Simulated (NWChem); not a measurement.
System: BeH2; SMILES [BeH2]

NWChem printed, in part:

```
             Northwest Computational Chemistry Package (NWChem) 7.3.0
             --------------------------------------------------------

                             Geometry "geometry" -> ""
                             -------------------------

 Output coordinates in angstroms (scale by  1.889725989 to convert to a.u.)

  No.       Tag          Charge          X              Y              Z
 ---- ---------------- ---------- -------------- -------------- --------------
    1 Be                   4.0000     0.00000000     0.00000000     0.00000000
    2 H                    1.0000     0.00000000     0.00000000     1.33899100
    3 H                    1.0000     0.00000000     0.00000000    -1.33899100

 Effective nuclear repulsion energy (a.u.)       3.3592508213

  pbe96 is a nonlocal functional; adding pw91lda local functional.

                                 NWChem DFT Module
                                 -----------------

 Summary of "ao basis" -> "ao basis" (spherical)
 ------------------------------------------------------------------------------
       Tag                 Description            Shells   Functions and Types
 ---------------- ------------------------------  ------  ---------------------
 Be                          3-21g                   5        9   3s2p
 H                           3-21g                   2        2   2s

            General Information
            -------------------
          SCF calculation type: DFT
          Wavefunction type:  closed shell.
          No. of atoms     :     3
          No. of electrons :     6
           Alpha electrons :     3
            Beta electrons :     3
          Charge           :     0
          Spin multiplicity:     1
          Use of symmetry is: off; symmetry adaption is: off
          Maximum number of iterations: 150
          AO basis - number of functions:    13
                     number of shells:     9
          Convergence on energy requested:  1.00D-06
          Convergence on density requested:  1.00D-05
          Convergence on gradient requested:  5.00D-04

              XC Information
              --------------
          PerdewBurkeErnzerhof Exchange Functional  1.000
            Perdew 1991 LDA Correlation Functional  1.000 local
           PerdewBurkeErnz. Correlation Functional  1.000 non-local

             Grid Information
             ----------------
          Grid used for XC integration:  medium
          Radial quadrature: Mura-Knowles
          Angular quadrature: Lebedev.
          Tag              B.-S. Rad. Rad. Pts. Rad. Cut. Ang. Pts.
          ---              ---------- --------- --------- ---------
          Be                  1.05       49           6.0       434
          H                   0.35       45           8.0       434
          Grid pruning is: on
          Number of quadrature shells:   139
          Spatial weights used:  Erf1

      Superposition of Atomic Density Guess
      -------------------------------------

 Sum of atomic energies:         -15.47921651

      Non-variational initial energy
      ------------------------------

 Total energy =     -15.511355
 1-e energy   =     -26.455803
 2-e energy   =       7.585197
 HOMO         =      -0.347704
 LUMO         =       0.050385

   convergence    iter        energy       DeltaE   RMS-Dens  Diis-err
 ---------------- ----- ----------------- --------- --------- ---------
 d= 0,ls=0.0,diis     1    -15.7546849091 -1.91D+01  2.33D-02  4.24D-02
 d= 0,ls=0.0,diis     2    -15.7637650177 -9.08D-03  4.05D-03  1.06D-03
 d= 0,ls=0.0,diis     3    -15.7640514624 -2.86D-04  9.03D-04  9.41D-05
 d= 0,ls=0.0,diis     4    -15.7640768173 -2.54D-05  1.17D-04  1.24D-06
 d= 0,ls=0.0,diis     5    -15.7640771233 -3.06D-07  1.06D-05  1.43D-08
 d= 0,ls=0.0,diis     6    -15.7640771266 -3.31D-09  8.66D-08  1.25D-12

         Total DFT energy =      -15.764077126600
      One electron energy =      -26.915963424543
           Coulomb energy =       11.298886809807
    Exchange-Corr. energy =       -3.506251333189
 Nuclear repulsion energy =        3.359250821325

 Numeric. integr. density =        6.000000386194

                       DFT Final Molecular Orbital Analysis
                       ------------------------------------

 Vector    1  Occ=2.000000D+00  E=-3.820593D+00
              MO Center= -5.4D-14, -5.4D-14, -3.8D-10, r^2= 6.9D-02
   Bfn.  Coefficient  Atom+Function         Bfn.  Coefficient  Atom+Function
  ----- ------------  ---------------      ----- ------------  ---------------
     1      0.989757  1 Be s                  2      0.098315  1 Be s
     6     -0.036089  1 Be s

 Vector    2  Occ=2.000000D+00  E=-3.087572D-01
              MO Center=  3.0D-11,  3.0D-11, -7.1D-07, r^2= 2.2D+00
   Bfn.  Coefficient  Atom+Function         Bfn.  Coefficient  Atom+Function
  ----- ------------  ---------------      ----- ------------  ---------------
     6      0.359494  1 Be s                 11      0.245770  2 H  s
    13      0.245770  3 H  s                  2      0.194617  1 Be s
     1     -0.192699  1 Be s                 10      0.186594  2 H  s
    12      0.186594  3 H  s

 Vector    3  Occ=2.000000D+00  E=-2.746071D-01
              MO Center=  2.1D-17,  2.1D-17,  7.3D-07, r^2= 2.2D+00
   Bfn.  Coefficient  Atom+Function         Bfn.  Coefficient  Atom+Function
  ----- ------------  ---------------      ----- ------------  ---------------
     5      0.366044  1 Be pz                11      0.230162  2 H  s
    13     -0.230162  3 H  s                 10      0.216720  2 H  s
    12     -0.216720  3 H  s                  9      0.183236  1 Be pz

 Vector    4  Occ=0.000000D+00  E=-5.570138D-02
              MO Center= -1.5D-10, -1.5D-10,  1.5D-20, r^2= 2.9D+00
   Bfn.  Coefficient  Atom+Function         Bfn.  Coefficient  Atom+Function
  ----- ------------  ---------------      ----- ------------  ---------------
     7      0.474847  1 Be px                 8      0.474932  1 Be py
     3      0.314255  1 Be px                 4      0.314311  1 Be py

 Vector    5  Occ=0.000000D+00  E=-5.570138D-02
              MO Center=  1.4D-13, -1.4D-13,  5.0D-28, r^2= 2.9D+00
   Bfn.  Coefficient  Atom+Function         Bfn.  Coefficient  Atom+Function
  ----- ------------  ---------------      ----- ------------  ---------------
     7      0.474932  1 Be px                 8     -0.474847  1 Be py
     3      0.314311  1 Be px                 4     -0.314255  1 Be py

 Vector    6  Occ=0.000000D+00  E= 6.305202D-02
              MO Center=  1.5D-10,  1.5D-10, -7.2D-07, r^2= 3.5D+00
   Bfn.  Coefficient  Atom+Function         Bfn.  Coefficient  Atom+Function
  ----- ------------  ---------------      ----- ------------  ---------------
     6      1.590241  1 Be s                 11     -0.924460  2 H  s
    13     -0.924462  3 H  s                 10     -0.170609  2 H  s
    12     -0.170609  3 H  s                  1     -0.105375  1 Be s
     2      0.057250  1 Be s

     Multipole analysis of the density
     ---------------------------------

     L   x y z        total         alpha         beta         nuclear
     -   - - -        -----         -----         ----         -------
     0   0 0 0     -0.000000     -3.000000     -3.000000      6.000000

     1   1 0 0     -0.000000     -0.000000     -0.000000      0.000000
     1   0 1 0     -0.000000     -0.000000     -0.000000      0.000000
     1   0 0 1     -0.000000     -0.000000     -0.000000      0.000000

     2   2 0 0     -5.106735     -2.553368     -2.553368      0.000000
     2   1 1 0     -0.000000     -0.000000     -0.000000      0.000000
     2   1 0 1     -0.000000     -0.000000     -0.000000      0.000000
     2   0 2 0     -5.106735     -2.553368     -2.553368      0.000000
     2   0 1 1     -0.000000     -0.000000     -0.000000      0.000000
     2   0 0 2     -8.575881    -10.690491    -10.690491     12.805100

                                NWChem TDDFT Module
                                -------------------

            General Information
            -------------------
           No. of orbitals :      26
            Alpha orbitals :      13
             Beta orbitals :      13
        Alpha frozen cores :       0
         Beta frozen cores :       0
     Alpha frozen virtuals :       0
      Beta frozen virtuals :       0
         Spin multiplicity :       1
    Number of AO functions :      13
        Use of symmetry is : off
      Symmetry adaption is : off
         Schwarz screening :  0.10D-07

              XC Information
              --------------
   PerdewBurkeErnzerhof Exchange Functional   1.00
     Perdew 1991 LDA Correlation Functional   1.00 local
    PerdewBurkeErnz. Correlation Functional   1.00 non-local

             TDDFT Information
             -----------------
          Calculation type : Tamm-Dancoff TDDFT
         Wavefunction type : Restricted singlets
          No. of electrons :       6
           Alpha electrons :       3
            Beta electrons :       3
              No. of roots :       6
          Max subspacesize :    5200
            Max iterations :     100
               Target root :       1
           Target symmetry : none
      Symmetry restriction : off
                 Algorithm : Optimal
        Davidson threshold :  0.10D-03

    6 smallest eigenvalue differences (eV)
--------------------------------------------------------
  No. Spin  Occ  Vir  Irrep   E(Occ)    E(Vir)   E(Diff)
--------------------------------------------------------
    1    1    3    4 a        -0.275    -0.056     5.957
    2    1    3    5 a        -0.275    -0.056     5.957
    3    1    2    4 a        -0.309    -0.056     6.886
    4    1    2    5 a        -0.309    -0.056     6.886
    5    1    3    6 a        -0.275     0.063     9.188
    6    1    2    6 a        -0.309     0.063    10.117
--------------------------------------------------------

  Entering Davidson iterations
  Restricted singlet excited states

  Iter   NTrls   NConv    DeltaV     DeltaE      Time
  ----  ------  ------  ---------  ---------  ---------
    1      6       0     0.88E-01   0.10+100        0.1
    2     12       2     0.30E-01   0.13E-01        0.1
    3     16       4     0.51E-02   0.23E-02        0.1
    4     18       6     0.53E-04   0.36E-04        0.1
  ----  ------  ------  ---------  ---------  ---------
  Convergence criterion met

  Ground state a         -15.764077126600 a.u.

  ----------------------------------------------------------------------------
  Root   1 singlet a              0.223043907 a.u.                6.0693 eV
  ----------------------------------------------------------------------------
     Transition Moments    X -0.00000   Y -0.00000   Z  0.00000
     Dipole Oscillator Strength                    0.0000000000
     Electric Quadrupole                           0.0000002136
     Magnetic Dipole                               0.0000034479
     Total Oscillator Strength                     0.0000036615

     Occ.    3  a   ---  Virt.    4  a        0.99997
  ----------------------------------------------------------------------------
  Root   2 singlet a              0.223043907 a.u.                6.0693 eV
  ----------------------------------------------------------------------------
     Transition Moments    X -0.00000   Y  0.00000   Z  0.00000
     Dipole Oscillator Strength                    0.0000000000
     Electric Quadrupole                           0.0000002136
     Magnetic Dipole                               0.0000034479
     Total Oscillator Strength                     0.0000036615

     Occ.    3  a   ---  Virt.    5  a        0.99997
  ----------------------------------------------------------------------------
  Root   3 singlet a              0.290530119 a.u.                7.9057 eV
  ----------------------------------------------------------------------------
     Transition Moments    X -0.86334   Y -1.37246   Z  0.00000
     Dipole Oscillator Strength                    0.5092055642
     Electric Quadrupole                           0.0000000000
     Magnetic Dipole                               0.0000000000
     Total Oscillator Strength                     0.5092055642

     Occ.    2  a   ---  Virt.    4  a        0.97392
     Occ.    2  a   ---  Virt.    5  a       -0.22168
  ----------------------------------------------------------------------------
  Root   4 singlet a              0.290530119 a.u.                7.9057 eV
  ----------------------------------------------------------------------------
     Transition Moments    X -1.37246   Y  0.86334   Z  0.00000
     Dipole Oscillator Strength                    0.5092055642
     Electric Quadrupole                           0.0000000000
     Magnetic Dipole                               0.0000000000
     Total Oscillator Strength                     0.5092055642

     Occ.    2  a   ---  Virt.    4  a        0.22168
     Occ.    2  a   ---  Virt.    5  a        0.97392
  ----------------------------------------------------------------------------
  Root   5 singlet a              0.404650479 a.u.               11.0111 eV
  ----------------------------------------------------------------------------
     Transition Moments    X -0.00000   Y -0.00000   Z  0.00003
     Dipole Oscillator Strength                    0.0000000003
     Electric Quadrupole                           0.0000037345
     Magnetic Dipole                               0.0000000000
     Total Oscillator Strength                     0.0000037348

     Occ.    2  a   ---  Virt.    6  a        0.95553
     Occ.    3  a   ---  Virt.    7  a       -0.25384
     Occ.    3  a   ---  Virt.   11  a        0.13383
  ----------------------------------------------------------------------------
  Root   6 singlet a              0.406865791 a.u.               11.0714 eV
  ----------------------------------------------------------------------------
     Transition Moments    X  0.00000   Y  0.00000   Z -1.52447
     Dipole Oscillator Strength                    0.6303750262
     Electric Quadrupole                           0.0000000000
     Magnetic Dipole                               0.0000000000
     Total Oscillator Strength                     0.6303750262

     Occ.    2  a   ---  Virt.    7  a        0.23613
     Occ.    2  a   ---  Virt.   11  a       -0.08925
     Occ.    3  a   ---  Virt.    6  a       -0.96527
     Occ.    3  a   ---  Virt.   12  a        0.05458

              Target root =      1
          Target symmetry = none
      Ground state energy =    -15.764077126600
        Excitation energy =      0.223043906816
     Excited state energy =    -15.541033219784

  stored tddft:energy   -15.541033219783749
```

Level: PBE/3-21G, TDA. STO-3G and 3-21G are far too small for this property and stand as cheap habits. Coordinates come from a PBE0/def2-SVP optimisation.

Write an input that gives this output.

One answer among several that fit: the input that was run:
```
start job
memory heap 200 mb stack 900 mb global 1100 mb
geometry units angstroms noautosym nocenter noautoz
  Be     0.000000     0.000000     0.000000
  H      0.000000     0.000000     1.338991
  H      0.000000     0.000000    -1.338991
end
basis spherical
  * library 3-21g
end
dft
  xc xpbe96 cpbe96
  iterations 150
end
tddft
  cis
  nroots 6
  notriplet
end
task tddft energy
```
